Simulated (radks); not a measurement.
Values are calculated unless marked as measured or tabulated.
Question: Ionisation of neutral indium, [Kr] 4d10 5s2 5p1, to In+, [Kr] 4d10 5s2, under several functionals. Non-relativistic Kohn-Sham, spin-unpolarised, spherical densities, point nucleus; a radial shooting solver on a logarithmic mesh with Libxc functionals. The NIST Atomic Spectra Database gives 5.786 eV (measured). Rank these functionals by the error of their Delta-SCF ionisation energy: exchange-only r2SCAN; LDA (Slater exchange, VWN5 correlation); LDA (Slater exchange, Perdew-Zunger correlation); exchange-only LDA; exchange-only B88; TASK exchange with Perdew-Wang LDA correlation.

Answer: From best to worst: LDA (Slater exchange, Perdew-Zunger correlation) 5.656 eV (-0.131); LDA (Slater exchange, VWN5 correlation) 5.649 eV (-0.137); TASK exchange with Perdew-Wang LDA correlation 4.954 eV (-0.832); exchange-only B88 4.815 eV (-0.971); exchange-only LDA 4.723 eV (-1.063); exchange-only r2SCAN 4.564 eV (-1.222). Relativity is left out here, which matters for elements this heavy. Spin polarisation and multiplet splitting are left out, so open shells lie too high by an amount that depends on their filling.

Beside tabulated values, note that spin-unpolarised runs miss the spin-polarisation part of the exchange energy of open shells.
